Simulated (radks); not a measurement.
Values are calculated unless marked as measured or tabulated.
Species: W1.25+. Configuration: [Xe] 4f14 5d(up 2, down 2) 6s(up 0.75, down 0) (fractional occupations, a model configuration). Level of theory: scalar-relativistic Kohn-Sham, r2SCAN, spin-polarised, spherical densities, finite nucleus; meta-GGA in the generalised Kohn-Sham scheme; Fermi nuclear charge, rms radius 5.3658 fm (a radial shooting solver on a logarithmic mesh with Libxc functionals).

Radial electron density D(r) = 4 pi r^2 rho(r):

```
   r/bohr * D(r) (the largest magnitude, 136, reaches the edge; | marks zero)
 0.002649 |            *
 0.003083 |              *
 0.003589 |                 *
 0.004179 |                    *
 0.004865 |                        *
 0.005663 |                            *
 0.006593 |                               *
 0.007675 |                                   *
 0.008935 |                                     *
   0.0104 |                                       *
  0.01211 |                                        *
   0.0141 |                                        *
  0.01641 |                                      *
  0.01911 |                                     *
  0.02224 |                                   *
  0.02569 |                                   *
   0.0299 |                                     *
  0.03481 |                                         *
  0.04053 |                                               *
  0.04718 |                                                    *
  0.05493 |                                                      *
  0.06394 |                                                     *
  0.07444 |                                                 *
  0.08666 |                                            *
   0.1009 |                                         *
   0.1174 |                                           *
   0.1367 |                                               *
   0.1592 |                                                 *
   0.1853 |                                              *
   0.2157 |                                     *
   0.2511 |                            *
     0.29 |                         *
   0.3376 |                          *
   0.3931 |                             *
   0.4576 |                             *
   0.5327 |                        *
   0.6202 |                 *
    0.722 |           *
   0.8405 |        *
   0.9785 |      *
    1.139 |     *
    1.326 |   *
    1.544 |  *
    1.797 | *
    2.092 |*
    2.436 |*
    2.836 *
    3.275 *
    3.812 *
    4.438 *
    5.167 *
    6.015 *
    7.002 *
    8.152 *
```

D(r) has 4 maxima, at r = 0.0124, 0.0567, 0.158, 0.419 bohr, and minima at 0.0239, 0.102, 0.295 bohr, inside which lie 1.91, 11.04, 29.82 electrons.
